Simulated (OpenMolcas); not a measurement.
## Multiconfigurational calculation on Xe⁴⁺

Input:

```
&GATEWAY
Coord
1

Xe 0.0 0.0 0.0
Basis=ANO-RCC-VTZP
Group=XYZ
NoMove
AngMom=0.0 0.0 0.0
AMFI
&SEWARD
&RASSCF
FileOrb=start.orb
Symmetry=1
Spin=3
nActEl=4 0 0
Inactive=14 9
Ras2=1 3
CIRoot=6 6 1
SDav=6
CIMx=300
Iter=120 100
PrWF=0.3
OrbListing=Nothing
MaxOrb=0
Atom
>>> COPY $Project.JobIph JOBPRE
&RASSCF
FileOrb=start.orb
Symmetry=1
Spin=3
nActEl=4 0 2
Inactive=14 9
Ras2=1 3
Ras3=5 0
CIRoot=6 6 1
SDav=211
CIMx=300
Iter=120 100
PrWF=0.3
OrbListing=Nothing
MaxOrb=0
Thrs=2.0e-7 1.0e-1 5.0e-4
Atom
>>> COPY $Project.JobIph JOB001
&RASSCF
FileOrb=start.orb
Symmetry=1
Spin=1
nActEl=4 0 2
Inactive=14 9
Ras2=1 3
Ras3=5 0
CIRoot=12 12 1
SDav=192
CIMx=300
Iter=120 100
PrWF=0.3
OrbListing=Nothing
MaxOrb=0
Thrs=2.0e-7 1.0e-1 5.0e-4
Atom
>>> COPY $Project.JobIph JOB002
&RASSCF
FileOrb=start.orb
Symmetry=2
Spin=5
nActEl=4 0 2
Inactive=14 9
Ras2=1 3
Ras3=5 0
CIRoot=1 1 1
SDav=36
CIMx=300
Iter=120 100
PrWF=0.3
OrbListing=Nothing
MaxOrb=0
Thrs=2.0e-7 1.0e-1 5.0e-4
Atom
>>> COPY $Project.JobIph JOB003
&RASSCF
FileOrb=start.orb
Symmetry=2
Spin=3
nActEl=4 0 2
Inactive=14 9
Ras2=1 3
Ras3=5 0
CIRoot=9 9 1
SDav=174
CIMx=300
Iter=120 100
PrWF=0.3
OrbListing=Nothing
MaxOrb=0
Thrs=2.0e-7 1.0e-1 5.0e-4
Atom
>>> COPY $Project.JobIph JOB004
&RASSCF
FileOrb=start.orb
Symmetry=2
Spin=1
nActEl=4 0 2
Inactive=14 9
Ras2=1 3
Ras3=5 0
CIRoot=8 8 1
SDav=138
CIMx=300
Iter=120 100
PrWF=0.3
OrbListing=Nothing
MaxOrb=0
Thrs=2.0e-7 1.0e-1 5.0e-4
Atom
>>> COPY $Project.JobIph JOB005
&RASSI
NrOfJobIphs=5 6 12 1 9 8
1 2 3 4 5 6
1 2 3 4 5 6 7 8 9 10 11 12
1
1 2 3 4 5 6 7 8 9
1 2 3 4 5 6 7 8
IphNames
JOB001
JOB002
JOB003
JOB004
JOB005
EJob
SpinOrbit
DIPRint=1.0
SOCoupling=1000.0
Subsets=2
MEES
Property=10
'ANGMOM' 1 'ANGMOM' 2 'ANGMOM' 3 'MLTPL  1' 1 'MLTPL  1' 2 'MLTPL  1' 3
'AMFI' 1 'AMFI' 2 'AMFI' 3 'MLTPL  2' 6
SOProperty=3
'ANGMOM' 1 'ANGMOM' 2 'ANGMOM' 3
```

A driver script runs the steps one by one and writes start.orb anew before each from the orbitals found so far.

Output, cut to the results:

```
--- SEWARD ---
Basis set label: XE.ANO-RCC...7S6P4D2F1G.

      Electronic valence basis set:
      ------------------
      Associated Effective Charge  54.000000 au
      Associated Actual Charge     54.000000 au
      Nuclear Model: Point charge

      Shell  nPrim  nBasis  Cartesian Spherical Contaminant
         s      22       7        X
         p      19       6        X
         d      13       4                 X
         f       5       2                 X
         g       3       1                 X
                  Relativistic Douglas-Kroll-Hess integrals:
                    - DKH order of Hamiltonian: 2
                    - DKH order of Properties : 0
                  Atomic mean-field integrals
--- RASSCF ---
Wave function specifications:
      -----------------------------

      Number of closed shell electrons          46
      Number of electrons in active shells       4
      Max number of holes in RAS1 space          0
      Max nr of electrons in RAS3 space          2
      Number of inactive orbitals               23
      Number of active orbitals                  9
      Number of secondary orbitals              36
      Spin quantum number                      1.0
      State symmetry                             1
Orbital specifications:
      -----------------------

      Symmetry species                           1   2
                                                ag  au
      Frozen orbitals                            0   0
      Inactive orbitals                         14   9
      Active orbitals                            6   3
      RAS1 orbitals                              0   0
      RAS2 orbitals                              1   3
      RAS3 orbitals                              5   0
      Secondary orbitals                        16  20
      Deleted orbitals                           0   0
      Number of basis functions                 36  32
      Number of CSFs                           211
      Number of root(s) required                 6
      Iter CI   SX   CI       RASSCF       Energy    max ROT     max BLB   max BLB  Level Ln srch  Step   QN
          iter iter root      energy       change     param      element    value   shift minimum  type update
 Nr of preliminary CI iterations:   1
      Total energies have been shifted. Add                -7000.00 au
        1   1    3    0  -437.19396514    0.00E+00   8.10E-07    8  17 2 -2.67E-06   0.00   0.00    SX    NO
        2   1    3    0  -437.19396514   -1.27E-11   2.36E-07   11  26 1 -9.12E-07   0.00   0.00    SX    NO
        3   1    2    0  -437.19396514   -7.28E-12   9.38E-08   11  26 1  4.06E-07   0.00   0.00    SX    NO
        4   1    2    0  -437.19396514   -9.09E-13   5.06E-08   11  26 1 -1.55E-07   0.00   0.00    SX    NO
      Convergence after  4 iterations
        5   1    2    0  -437.19396514    6.37E-12   5.06E-08   15  22 1  6.14E-08   0.00   0.00    SX    NO
      Natural orbitals and occupation numbers for root  1
      sym 1:   1.957644   0.005082   0.007282   0.007282   0.005082   0.004296
      sym 2:   0.025857   0.993738   0.993738
      Natural orbitals and occupation numbers for root  2
      sym 1:   1.957644   0.007282   0.004296   0.005082   0.005082   0.007282
      sym 2:   0.993738   0.993738   0.025857
      Natural orbitals and occupation numbers for root  3
      sym 1:   1.957644   0.005082   0.004296   0.005082   0.007282   0.007282
      sym 2:   0.993738   0.025857   0.993738
::    RASSCF root number  1 Total energy:  -7437.70161983
::    RASSCF root number  2 Total energy:  -7437.70161983
::    RASSCF root number  3 Total energy:  -7437.70161983
::    RASSCF root number  4 Total energy:  -7436.68631044
::    RASSCF root number  5 Total energy:  -7436.68631044
::    RASSCF root number  6 Total energy:  -7436.68631044
--- RASSCF ---
Wave function specifications:
      -----------------------------

      Number of closed shell electrons          46
      Number of electrons in active shells       4
      Max number of holes in RAS1 space          0
      Max nr of electrons in RAS3 space          2
      Number of inactive orbitals               23
      Number of active orbitals                  9
      Number of secondary orbitals              36
      Spin quantum number                      0.0
      State symmetry                             1
Orbital specifications:
      -----------------------

      Symmetry species                           1   2
...
--- RASSI ---
SPIN-FREE ENERGIES:
  (Shifted by EMIN (a.u.) =      -7437.7016198326)

 SF State       Relative EMIN(au)   Rel lowest level(eV)    D:o, cm**(-1)      L_eff

     1             0.0000000000        0.0000000000              0.0000         1.0
     2             0.0000000000        0.0000000000              0.0000         1.0
     3             0.0000000000        0.0000000000              0.0000         1.0
     7             0.0579190500        1.5760576416          12711.7622         2.0
     8             0.0579190500        1.5760576416          12711.7622         2.0
     9             0.0579190500        1.5760576416          12711.7622         2.0
    10             0.0579190500        1.5760576416          12711.7622         2.0
    11             0.0579190500        1.5760576416          12711.7622         2.0
    12             0.1343632921        3.6562114386          29489.3340         0.0
    19             0.3271661642        8.9026448619          71804.6733         0.0
    20             0.4666794321       12.6989942806         102424.2963         2.0
    21             0.4666794321       12.6989942806         102424.2963         2.0
    22             0.4666794321       12.6989942806         102424.2963         2.0
    23             0.4666794321       12.6989942806         102424.2963         2.0
    24             0.4666794321       12.6989942806         102424.2963         2.0
    25             0.5367303326       14.6051763902         117798.6919         1.0
    26             0.5367303326       14.6051763902         117798.6919         1.0
    27             0.5367303326       14.6051763902         117798.6919         1.0
    29             0.5899734348       16.0539950096         129484.2021         2.0
    30             0.5899734348       16.0539950096         129484.2021         2.0
    31             0.5899734348       16.0539950096         129484.2021         2.0
...
```

Levels above the lowest, from the spin-orbit matrix, grouped by J:

```json
{"Configuration": "5s2 5p2", "Term": "3P", "J": "0", "E (cm-1)": "0.0", "Measured (cm-1)": "0.0", "g": "", "Term weight %": "92", "Second": "8 1S"}
{"Configuration": "5s2 5p2", "Term": "3P", "J": "1", "E (cm-1)": "7599", "Measured (cm-1)": "9292", "g": "1.501", "Term weight %": "100", "Second": ""}
{"Configuration": "5s2 5p2", "Term": "3P", "J": "2", "E (cm-1)": "12940", "Measured (cm-1)": "14127", "g": "1.398", "Term weight %": "79", "Second": "21 1D"}
{"Configuration": "5s2 5p2", "Term": "1D", "J": "2", "E (cm-1)": "27496", "Measured (cm-1)": "28411", "g": "1.104", "Term weight %": "79", "Second": "21 3P"}
{"Configuration": "5s2 5p2", "Term": "1S", "J": "0", "E (cm-1)": "44674", "Measured (cm-1)": "44470", "g": "", "Term weight %": "92", "Second": "8 3P"}
{"Configuration": "5s 5p3", "Term": "5S*", "J": "2", "E (cm-1)": "82183", "Measured (cm-1)": "92183", "g": "1.986", "Term weight %": "97", "Second": "3 3P*"}
{"Configuration": "5s 5p3", "Term": "3D*", "J": "1", "E (cm-1)": "111308", "Measured (cm-1)": "115286", "g": "0.586", "Term weight %": "91", "Second": "8 3P*"}
{"Configuration": "5s 5p3", "Term": "3D*", "J": "2", "E (cm-1)": "111555", "Measured (cm-1)": "116097", "g": "1.212", "Term weight %": "87", "Second": "11 3P*"}
{"Configuration": "5s 5p3", "Term": "3D*", "J": "3", "E (cm-1)": "114503", "Measured (cm-1)": "119919", "g": "1.334", "Term weight %": "100", "Second": ""}
{"Configuration": "5s 5p3", "Term": "3P*", "J": "0", "E (cm-1)": "129820", "Measured (cm-1)": "133408", "g": "", "Term weight %": "100", "Second": ""}
{"Configuration": "5s 5p3", "Term": "3P*", "J": "1", "E (cm-1)": "130695", "Measured (cm-1)": "134575", "g": "1.428", "Term weight %": "91", "Second": "8 3D*"}
{"Configuration": "5s 5p3", "Term": "3P*", "J": "2", "E (cm-1)": "131158", "Measured (cm-1)": "134703", "g": "1.388", "Term weight %": "70", "Second": "17 1D*"}
```

Against the 11 measured excited levels shown (Saloman, J. Phys. Chem. Ref. Data 33, 765 (2004)) the mean absolute deviation is 3500 cm-1; the largest miss in energy is 5s 5p3 5S* 2: computed 82183, measured 92183 cm-1 (-10.8 %), and the largest in proportion 5s2 5p2 3P1 (-18.2 %).

Configurations are named by rounded mean occupations; where the s occupation lies near a half they are strongly mixed, a name can repeat and a true partner stay unpaired. Active for correlation alone: 5d; no level in the range computed is led by a configuration that fills it, so any true level of that kind is missing. Some terms mix strongly with configurations of 5d, whose occupation reaches 0.51 (5s 5p3 3P*, 5s 5p3 1D*). Computed and measured levels are paired by configuration, term and J; levels that our copy of the source lacks, or whose pairing is in doubt (as where it misses far off the trend of its configuration), stay unpaired and out of the deviations. Only configurations of the active space appear. The first state left out of the spin-orbit step lies near 170000 cm-1 above the lowest spin-free state of the reference (among the parities and spins computed), and the list stops at four fifths of that energy or lower.

The term weight is that of the spin-free term in the level, not the purity of its configuration. * marks odd parity.
